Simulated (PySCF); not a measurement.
Species: C4H4O4S.
Bonds: O1–S2 (double), S2–O3 (double), S2–O4, S2–C5, C5–C6 (aromatic), C6–C7 (aromatic), C7–O8 (aromatic), O8–C9 (aromatic), C5–C9 (aromatic). Hydrogens: H10 on O4; H11 on C6; H12 on C7; H13 on C9.

The same species was optimised twice, with GFN2-xTB and with PBE0-D3(BJ)/def2-SVP (PySCF), and the same property calculations (PySCF, gas phase) were run on both structures.

```
     coordinate  GFN2-xTB  PBE0-D3(BJ)/def2-SVP  change
      S2=O3 (Å)     1.430                 1.452  +0.022
      O1=S2 (Å)     1.423                 1.444  +0.021
      S2–C5 (Å)     1.757                 1.742  -0.015
      C5–C6 (Å)     1.416                 1.430  +0.014
      C7–O8 (Å)     1.344                 1.354  +0.010
      S2–O4 (Å)     1.616                 1.623  +0.007
      C5–C9 (Å)     1.362                 1.365  +0.003
      O8–C9 (Å)     1.334                 1.337  +0.003
      C6–C7 (Å)     1.361                 1.360  -0.001
   O1–S2–O3 (°)     120.1                 123.1    +3.0
   O1–S2–O4 (°)     108.8                 106.8    -2.0
   O4–S2–C5 (°)     100.3                 102.1    +1.8
   O3–S2–C5 (°)     110.3                 108.6    -1.7
   S2–C5–C9 (°)     126.5                 125.2    -1.3
   O1–S2–C5 (°)     109.0                 108.1    -0.9
   C5–C9–O8 (°)     110.1                 109.3    -0.8
   C6–C5–C9 (°)     106.5                 107.1    +0.6
O1–S2–C5–C6 (°)      -159                  -165      -6
```

Rotational constants: A = 3281, B = 1029, C = 931.7 MHz (GFN2-xTB) against A = 3212, B = 1039, C = 930.9 MHz (PBE0-D3(BJ)/def2-SVP). Point groups within 0.08 Å: C1 and C1.

On the GFN2-xTB structure: lowest singlet, TDDFT (eV) 6.14 [CAM-B3LYP/def2-SVPD]; lowest triplet, Tamm–Dancoff (eV) 4.02 [CAM-B3LYP/def2-SVPD]; isotropic polarisability (au) 74.9 [CAM-B3LYP/def2-SVPD]; HOMO (eV) -8.97 [CAM-B3LYP/def2-SVPD]; LUMO (eV) 0.16 [CAM-B3LYP/def2-SVPD]; dipole (D) 4.07 [CAM-B3LYP/def2-SVPD]; HOMO (eV) -7.61 [PBE0/pcSseg-1]; LUMO (eV) -0.80 [PBE0/pcSseg-1]; dipole (D) 3.93 [PBE0/pcSseg-1]; GIAO shielding of O1/O3 (mean) (ppm) 102.0 [PBE0/pcSseg-1]; GIAO shielding of S2 (ppm) 208.2 [PBE0/pcSseg-1]; GIAO shielding of O4 (ppm) 113.1 [PBE0/pcSseg-1]; GIAO shielding of C5 (ppm) 50.2 [PBE0/pcSseg-1]; GIAO shielding of C6 (ppm) 70.6 [PBE0/pcSseg-1]; GIAO shielding of C7 (ppm) 38.6 [PBE0/pcSseg-1]; GIAO shielding of O8 (ppm) 28.7 [PBE0/pcSseg-1]; GIAO shielding of C9 (ppm) 36.0 [PBE0/pcSseg-1].

**Question.** What do these properties become on the PBE0-D3(BJ)/def2-SVP structure?

**Answer.** 
```csv
property,level,on GFN2-xTB,on PBE0-D3(BJ)/def2-SVP,change
"lowest singlet, TDDFT (eV)",CAM-B3LYP/def2-SVPD,6.14,6.15,+0.01
"lowest triplet, Tamm–Dancoff (eV)",CAM-B3LYP/def2-SVPD,4.02,4.05,+0.03
isotropic polarisability (au),CAM-B3LYP/def2-SVPD,74.9,76.0,+1.1
HOMO (eV),CAM-B3LYP/def2-SVPD,-8.97,-9.04,-0.07
LUMO (eV),CAM-B3LYP/def2-SVPD,0.16,0.09,-0.07
dipole (D),CAM-B3LYP/def2-SVPD,4.07,4.17,+0.10
"energy, GFN2-xTB geometry as zero (kcal/mol)",CAM-B3LYP/def2-SVPD,0.0,-2.2,-2.2
HOMO (eV),PBE0/pcSseg-1,-7.61,-7.68,-0.07
LUMO (eV),PBE0/pcSseg-1,-0.80,-0.87,-0.07
dipole (D),PBE0/pcSseg-1,3.93,4.04,+0.11
"energy, GFN2-xTB geometry as zero (kcal/mol)",PBE0/pcSseg-1,0.0,-2.2,-2.2
GIAO shielding of O1/O3 (mean) (ppm),PBE0/pcSseg-1,102.0,89.7,-12.3
GIAO shielding of S2 (ppm),PBE0/pcSseg-1,208.2,191.7,-16.5
GIAO shielding of O4 (ppm),PBE0/pcSseg-1,113.1,103.3,-9.8
GIAO shielding of C5 (ppm),PBE0/pcSseg-1,50.2,50.8,+0.6
GIAO shielding of C6 (ppm),PBE0/pcSseg-1,70.6,69.5,-1.1
GIAO shielding of C7 (ppm),PBE0/pcSseg-1,38.6,36.2,-2.4
GIAO shielding of O8 (ppm),PBE0/pcSseg-1,28.7,23.8,-4.9
GIAO shielding of C9 (ppm),PBE0/pcSseg-1,36.0,33.6,-2.4
```

The heavy atoms differ by 0.057 Å rms after alignment. Among bonds between heavy atoms O1=S2 and S2=O3 change most and about equally (+0.021 to +0.022 Å). Changes are differences of the printed values. Neither structure is proved a minimum here.

Shape of the structure used: `[O:1]=[S:2](=[O:3])([OH:4])[c:5]1[cH:6][cH:7][o:8][cH:9]1`: O1–S2–C5–C6 -165°, H–O4–S2–O1 137°.
